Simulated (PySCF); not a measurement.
Species: H₈NOSi₃ (doublet state).
Z-matrix (Å and degrees, GFN2-xTB geometry), rows numbered from 1:
```
Si
N   1  1.6853
Si  2  1.6875  1  150.78
O   3  1.6267  2  114.35  1     4.19
Si  4  1.6139  3  154.27  2    22.32
H   1  1.4698  2  106.19  3   137.11
H   1  1.4706  2  114.43  3    15.25
H   1  1.4721  2  106.65  3  -106.10
H   3  1.4633  2  108.15  1   122.43
H   3  1.4631  2  109.02  1  -111.93
H   5  1.4613  4  103.78  3  -168.21
H   5  1.4632  4  108.15  3    72.24
H   5  1.4629  4  109.25  3   -48.50
```

The hyperfine couplings belong to this conformer and change with its torsions.

Identity: `O([SiH2][N][SiH3])[SiH3]` [radical].

Level of theory: UKS B3LYP, pcH-1 on H N O Si, non-relativistic, mean-field spin-orbit, GIAO (PySCF). Geometry: GFN2-xTB, one conformer, isolated molecule. GFN2-xTB frequencies show an imaginary mode (27i cm⁻¹), so this geometry is no minimum at that level. Couplings are sensitive to structure, and on GFN2-xTB geometries they can be far from those on DFT ones. Stability of the SCF solution: not tested.

(1) Where do the isotropic ENDOR lines of N2, H9/H10 and H6/H7/H8 fall at 334.5 mT, to first order?

(2) Which pairs are centred on the nuclear Larmor frequency, and which on half the coupling?

(3) At what field would the lower line of H6/H7/H8 fall to zero frequency?

Answers

(1) ν± = |νn ± a/2|, one line for each electron-spin manifold; νn = |g_N| × 7.62259 MHz/T × B.

```json
{"nuclei": "N2", "isotope": "14N", "g_N": "0.4038", "νn (MHz)": "1.03", "a_iso (MHz)": "25.58", "lower line (MHz)": "11.76", "upper line (MHz)": "13.82"}
{"nuclei": "H9/H10", "isotope": "1H", "g_N": "5.5857", "νn (MHz)": "14.24", "a_iso (MHz)": "103.19", "lower line (MHz)": "37.35", "upper line (MHz)": "65.84"}
{"nuclei": "H6/H7/H8", "isotope": "1H", "g_N": "5.5857", "νn (MHz)": "14.24", "a_iso (MHz)": "72.06", "lower line (MHz)": "21.79", "upper line (MHz)": "50.27"}
```

(2) No pair is centred on νn. Centred on |a|/2 and split by 2νn: N2, H9/H10 and H6/H7/H8.

(3) Where νn = |a|/2, that is B = 36.03 MHz/(5.5857 × 7.62259 MHz/T) = 846 mT, as far as first order holds there.

Nuclei that the bonding pattern makes equivalent are averaged, as if the motion that swaps them (rotation, inversion, ring flip) were fast. The three 1H nuclei of mean +72.1 MHz run from 4.9 to 140.3 MHz in the frozen geometry. The 1H value of +103.2 MHz is a mean of couplings from 96.5 to 109.9 MHz in this one geometry, not an average over conformers.
